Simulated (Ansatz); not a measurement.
**Question.** Name a neutral molecule of C, Cl, In and H with size of the dipole moment (ωB97M-V/def2-TZVPP) between 2.20 and 2.50 D and size of the dipole moment (PBE/def2-TZVPP) between 2.15 and 2.45 D (Ansatz, PBE0-D4/def2-TZVP geometry).

**Answer.** `CCC[CH](Cl)[InH2]` (2.48 D, 2.43 D). Other molecules can fit too; these were computed, each in one conformer that needn't be the lowest.
